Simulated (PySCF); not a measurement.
**BBr⁻: input and log**

State: ²Π (doublet), unpaired electrons π ↑.

An equivalent input (the run itself took its basis sets from the Basis Set Exchange, started from a PBE0 density and held the occupation σ 7α 7β, πx 4α 3β, πy 3α 3β, δx 1α 1β, δy 1α 1β):

```python
from pyscf import gto, dft
mol = gto.M(atom='B 0 0 0; Br 0 0 2.113', basis={'B': 'aug-cc-pVDZ', 'Br': 'aug-cc-pVDZ-PP'}, ecp={'Br': 'cc-pVDZ-PP'},
            charge=-1, spin=1, verbose=4, symmetry='C2v')
mf = dft.UKS(mol, xc='PW91,PW91')
mf.grids.atom_grid = (80, 434)
mf.grids.prune = dft.gen_grid.treutler_prune
mf.irrep_nelec = {'A1': (8, 8), 'A2': (1, 1), 'B1': (4, 3), 'B2': (3, 3)}
mf.conv_tol = 1e-9
mf.max_cycle = 60
mf.diis_space = 10
mf.kernel()
```

The log (some set-up lines and the per-cycle HOMO/LUMO lines removed):

```
******** <class 'pyscf.dft.uks_symm.SymAdaptedUKS'> ********
method = SymAdaptedUKS
damping factor = 0
level_shift factor = 0
DIIS = <class 'pyscf.scf.diis.CDIIS'>
diis_start_cycle = 1
diis_space = 10
diis_damp = 0
SCF conv_tol = 1e-09
SCF conv_tol_grad = None
SCF max_cycles = 60
number electrons alpha = 16  beta = 15
Set gradient conv threshold to 3.16228e-05
init E= -441.748520874603
cycle= 1 E= -441.750103555454  delta_E= -0.00158  |g|= 0.0229  |ddm|= 0.259
cycle= 2 E= -441.749295959064  delta_E= 0.000808  |g|= 0.039  |ddm|= 0.114
cycle= 3 E= -441.750326135587  delta_E= -0.00103  |g|= 0.00813  |ddm|= 0.091
cycle= 4 E= -441.750393592621  delta_E= -6.75e-05  |g|= 0.0019  |ddm|= 0.0334
cycle= 5 E= -441.75039711952  delta_E= -3.53e-06  |g|= 0.000366  |ddm|= 0.00669
cycle= 6 E= -441.750397280909  delta_E= -1.61e-07  |g|= 8.97e-05  |ddm|= 0.0012
cycle= 7 E= -441.750397290761  delta_E= -9.85e-09  |g|= 3.38e-05  |ddm|= 0.000511
cycle= 8 E= -441.750397292441  delta_E= -1.68e-09  |g|= 4.06e-06  |ddm|= 0.00017
cycle= 9 E= -441.750397292469  delta_E= -2.8e-11  |g|= 1.56e-06  |ddm|= 1.88e-05
Extra cycle  E= -441.750397292461  delta_E= 7.84e-12  |g|= 3.1e-06  |ddm|= 1.88e-05
converged SCF energy = -441.750397292461  <S^2> = 0.75449725  2S+1 = 2.0044922
```

Repeating this along the bond gives Re = 2.112 Å and ωe = 406 cm⁻¹.

A point of this curve took 0.54 CPU seconds beside 0.27 for the integrals, on Arm Neoverse V1 (shared host).

Spin–orbit coupling is left out. The highest Kohn–Sham level is positive in this anion. Much of that is self-interaction error, but it also means that the finite basis helps to hold the extra electron. The state is the lowest determinant that a PBE0 search found; another state may lie lower at other levels.
